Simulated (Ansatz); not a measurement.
Reaction (redistribution): `P[SiH2][AlH][Cl]` + `O[SiH]1CN1` → `P[SiH]1CN1` + `O[SiH2][AlH][Cl]`

Calculated with Ansatz (gas phase, PBE0-D4/def2-TZVP geometries, no zero-point term in ΔE). CBS: MP2 limit from def2 TZ/QZ plus the TZ coupled-cluster correction, frozen cores. Functionals use def2-TZVPP. One conformer a species, not always the lowest.

`P[SiH2][AlH][Cl]`:

```xyz
9

P     1.145   -0.095    1.798
Si   -0.188    1.028    0.338
Al   -0.857   -0.501   -1.429
Cl    0.639   -0.958   -2.839
H     0.268   -1.207    1.929
H     1.921   -0.721    0.784
H    -1.323    1.570    1.137
H     0.615    2.178   -0.162
H    -2.218   -1.295   -1.558
```

`O[SiH]1CN1`:

Cartesian coordinates in Å:
```
O 1.539 -1.204 0.792
Si 0.107 -0.770 0.140
C -0.720 0.851 0.236
N 0.051 0.473 -1.007
H 2.215 -0.524 0.835
H -0.673 -2.014 0.016
H -0.326 1.724 0.752
H -1.807 0.884 0.144
H -0.386 0.579 -1.907
```

`P[SiH]1CN1`:

```xyz
10

P    -0.151    1.591   -1.701
Si   -0.383   -0.258   -0.467
C     0.920   -0.988    0.592
N    -0.171   -0.197    1.243
H     0.515    2.272   -0.649
H    -1.433    2.088   -1.338
H    -1.378   -1.193   -1.049
H     0.907   -2.067    0.737
H     1.911   -0.557    0.713
H    -0.737   -0.690    1.919
```

`O[SiH2][AlH][Cl]`:

Z-matrix (Å, degrees):
```
Si
Al 1 2.456
O 1 1.655 2 108.3
H 1 1.493 2 111.2 3 121.2
H 1 1.490 2 112.4 3 -119.9
Cl 2 2.117 1 110.3 3 -5.2
H 2 1.581 1 132.9 3 175.2
H 3 0.959 1 116.4 2 9.3
```

```csv
level,ΔE (kcal/mol),difference from CCSD(T)/CBS
PBE-D4,7.5,-0.8
r2SCANh-D4,8.5,0.2
CAM-B3LYP-D4,8.0,-0.3
ωB97X-V,7.8,-0.5
PBE,7.5,-0.8
r2SCANh,8.5,0.2
MP2/def2-SVP,8.8,0.5
CCSD(T)/def2-SVP,8.6,0.3
MP2/def2-TZVPP,8.4,0.1
CCSD/CBS(def2),8.5,0.2
CCSD(T)/CBS,8.3,0
```

Largest T1 diagnostic among the species: 0.014.

From BLYP to BHLYP (50 % exact exchange), in def2-TZVPP and without D4, ΔE moves by +1.1 kcal/mol. Leaving LDA and LC-ωPBE aside and taking each functional with its dispersion term where it has one, the values, not all of them listed here, spread over 1.4 kcal/mol, from revPBE-D4 to r2SCAN0-D4.
